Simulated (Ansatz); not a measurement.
Frontier orbitals of `O[Si]1(F)O[SiH2]1`.

```xyz
8

O     1.7890   -0.9743   -0.0359
Si    0.2432   -0.5768   -0.3175
F    -0.3581   -1.6952   -1.2760
O    -0.6609   -0.2810    1.0312
Si   -0.7992    1.2481    0.2568
H     2.1696   -1.6924   -0.5456
H    -2.1850    1.6046   -0.1368
H    -0.1987    2.3671    1.0239
```

The species carries charge 0 and has multiplicity 1. Geometry: relaxed with PBE0-D4/def2-TZVP. It is one conformer, not always the lowest. Basis def2-TZVPP, the Gaussian-basis code of Ansatz.

Orbital energies of one run (eV). Highest occupied ones, from the top: -6.17, -7.87, -8.92, -9.30, -9.72, -9.95, -10.75, -11.11, -11.38, -12.99, -13.36, -14.56, -24.75, -25.72. Empty: -2.20, -0.74, -0.59, 0.09, 0.41, 1.53.

Which functional gave them?
A. HSE06 (plane-wave form)
B. BHLYP
C. LC-ωPBE
D. LDA (SPW92)

D. HOMO energies: LDA (SPW92) -6.17, BHLYP -8.31, HSE06 -6.81, LC-ωPBE -9.80 eV.

LC-ωPBE has ω = 0.4 bohr⁻¹.
